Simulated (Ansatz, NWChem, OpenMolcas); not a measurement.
# How methods differ on Cu2 (SMILES [Cu][Cu])

The species is Cu2 (2 atoms), meant as a singlet with charge 0. SMILES: `[Cu][Cu]`. Geometry: the measured bond length.

```xyz
2

Cu    0.0000    0.0000    0.0000
Cu    0.0000    0.0000    2.2197
```

Each level gives the vertical energy of the triplet above the singlet (eV). The values are calculated.

```json
{"level": "HF/def2-SVPD", "kind": "Hartree–Fock", "program": "Ansatz", "value (eV)": "1.03", "less CCSD(T)/def2-SVPD": "-0.90", "CPU time (all runs)": "15 s"}
{"level": "SVWN5/def2-SVPD", "kind": "LDA", "program": "Ansatz", "value (eV)": "1.88", "less CCSD(T)/def2-SVPD": "-0.05", "CPU time (all runs)": "30 s"}
{"level": "revPBE/def2-SVPD", "kind": "GGA", "program": "OpenMolcas", "value (eV)": "1.76", "less CCSD(T)/def2-SVPD": "-0.17", "CPU time (all runs)": "58 s"}
{"level": "r2SCAN/def2-SVPD", "kind": "meta-GGA", "program": "Ansatz", "value (eV)": "1.63", "less CCSD(T)/def2-SVPD": "-0.30", "CPU time (all runs)": "3.2 min"}
{"level": "M06-2X/def2-SVPD", "kind": "hybrid meta-GGA", "program": "NWChem", "value (eV)": "2.13", "less CCSD(T)/def2-SVPD": "+0.20", "CPU time (all runs)": "82 s"}
{"level": "B3LYP/def2-SVPD", "kind": "global hybrid", "program": "Ansatz", "value (eV)": "1.95", "less CCSD(T)/def2-SVPD": "+0.02", "CPU time (all runs)": "22 s"}
{"level": "wB97M-V/def2-SVPD", "kind": "range-separated hybrid", "program": "Ansatz", "value (eV)": "2.15", "less CCSD(T)/def2-SVPD": "+0.22", "CPU time (all runs)": "5.2 min"}
{"level": "B2PLYP/def2-SVPD", "kind": "double hybrid", "program": "Ansatz", "value (eV)": "1.97", "less CCSD(T)/def2-SVPD": "+0.04", "CPU time (all runs)": "35 s"}
{"level": "RPA@PBE/def2-SVPD", "kind": "RPA", "program": "Ansatz", "value (eV)": "1.13", "less CCSD(T)/def2-SVPD": "-0.80", "CPU time (all runs)": "1.8 min"}
{"level": "CCSD(T)/def2-SVPD", "kind": "coupled cluster or CI", "program": "NWChem", "value (eV)": "1.93", "less CCSD(T)/def2-SVPD": "0.00", "CPU time (all runs)": "4.6 min"}
```

Differences are taken from CCSD(T)/def2-SVPD for orientation; it has basis-set and higher-order errors of its own. The values span 1.03 to 2.15 eV. CPU times are rough (shared hosts, several kinds of processor): they show what a rung costs within a factor of a few.
